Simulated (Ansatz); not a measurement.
A nudged elastic band was laid between two geometries of C3H10BNS (16 atoms, charge 0, multiplicity 1).

These are results of Ansatz, RKS B3LYP/6-31G, not measurements.

```yaml
movable_images: 7
climbing_image: yes
spring: 5.0 eV/Å²
optimiser: quadratic models (default)
start_path: IDPP
force_threshold: 0.03 eV/Å
iteration_limit: 27
end_points: relaxed
```

Initial state:

```xyz
16
Properties=species:S:1:pos:R:3
B 0.426 -1.438 -1.277
C 0.501 -0.261 -0.207
N 1.455 -0.276 0.709
S -0.953 -2.624 -0.371
C -0.484 0.881 -0.181
C -0.551 1.742 1.089
H 1.460 -2.060 -1.314
H 0.009 -1.070 -2.343
H 1.504 0.379 1.480
H 2.143 -1.019 0.682
H -2.091 -2.161 -0.999
H -0.233 1.507 -1.053
H -1.468 0.459 -0.408
H -0.807 1.138 1.968
H 0.391 2.271 1.287
H -1.325 2.507 0.981
```

Final state:

```xyz
16
Properties=species:S:1:pos:R:3
B 0.423 -1.441 -1.275
C 0.502 -0.261 -0.209
N 1.460 -0.271 0.702
S -0.948 -2.623 -0.351
C -0.481 0.883 -0.186
C -0.555 1.739 1.087
H 1.457 -2.063 -1.317
H -0.003 -1.078 -2.339
H 2.149 -1.014 0.677
H 1.512 0.387 1.470
H -2.092 -2.163 -0.972
H -0.223 1.510 -1.054
H -1.464 0.463 -0.420
H -0.817 1.133 1.962
H 0.386 2.267 1.293
H -1.327 2.507 0.977
```

Task: What changes between the two ends?

Result: No bond is made or broken. The dihedral C5–C2–N3–H9 goes from 7 to -178°. The two ends are copies of one structure, up to a mirror image or an exchange of like atoms.

Task: Give the energies along the band, and the barrier.

Result: It converged. The highest image is number 4 of 0 to 8, 122.7 kJ/mol above the ends, which have the same energy within 2 meV. A vibrational analysis at the climbing image gives one clearly imaginary mode, 415i cm⁻¹: a first-order saddle point. Limits of this set-up: no polarisation functions.

```json
{"image": "0", "path coordinate (Å)": "0.00", "energy (kJ/mol)": "0.0", "dihedral C5–C2–N3–H9 (°)": "7"}
{"image": "1", "path coordinate (Å)": "1.04", "energy (kJ/mol)": "0.7", "dihedral C5–C2–N3–H9 (°)": "8"}
{"image": "2", "path coordinate (Å)": "2.07", "energy (kJ/mol)": "9.5", "dihedral C5–C2–N3–H9 (°)": "21"}
{"image": "3", "path coordinate (Å)": "3.11", "energy (kJ/mol)": "76.8", "dihedral C5–C2–N3–H9 (°)": "77"}
{"image": "4", "path coordinate (Å)": "4.14", "energy (kJ/mol)": "122.7", "dihedral C5–C2–N3–H9 (°)": "140"}
{"image": "5", "path coordinate (Å)": "5.14", "energy (kJ/mol)": "73.2", "dihedral C5–C2–N3–H9 (°)": "157"}
{"image": "6", "path coordinate (Å)": "6.14", "energy (kJ/mol)": "3.1", "dihedral C5–C2–N3–H9 (°)": "-179"}
{"image": "7", "path coordinate (Å)": "7.14", "energy (kJ/mol)": "0.7", "dihedral C5–C2–N3–H9 (°)": "-177"}
{"image": "8", "path coordinate (Å)": "8.14", "energy (kJ/mol)": "0.0", "dihedral C5–C2–N3–H9 (°)": "-178"}
```

Task: What is the geometry of the highest image?

Result: 
```xyz
16
Properties=species:S:1:pos:R:3:forces:R:3
B 0.370 -1.555 -1.279 0.00 0.00 0.00
C 0.403 -0.425 -0.195 0.00 -0.01 0.00
N 1.534 -0.289 0.728 0.00 0.01 0.00
S -0.836 -1.832 0.621 0.00 0.00 0.00
C -0.312 0.905 -0.423 0.00 0.01 0.00
C -0.741 1.659 0.842 0.00 0.00 0.00
H 1.220 -2.393 -1.276 0.00 0.00 0.00
H -0.410 -1.485 -2.180 0.00 0.00 0.00
H 1.650 -1.045 1.393 0.00 0.00 0.00
H 2.402 -0.097 0.235 0.00 0.00 0.00
H -2.018 -1.282 0.175 0.00 0.00 0.00
H 0.416 1.521 -0.977 0.00 0.00 0.00
H -1.157 0.753 -1.105 0.00 0.00 0.00
H -1.538 1.126 1.375 0.00 0.00 0.00
H 0.110 1.758 1.521 0.00 0.00 0.00
H -1.115 2.658 0.590 0.00 0.00 0.00
```

Task: What are the harmonic wavenumbers there?

Result: 415i, 119, 187, 219, 225, 295, 313, 343, 407, 467, 533, 654, 679, 753, 776, 819, 852, 969, 1008, 1074, 1098, 1170, 1212, 1240, 1260, 1324, 1396, 1450, 1517, 1536, 1556, 1690, 2520, 2607, 2697, 3006, 3050, 3074, 3117, 3153, 3515, 3639 cm⁻¹.

The band took 15 iterations and roughly 9 core-minutes.

The run took 9.4 min on 1 CPU thread of a shared host.
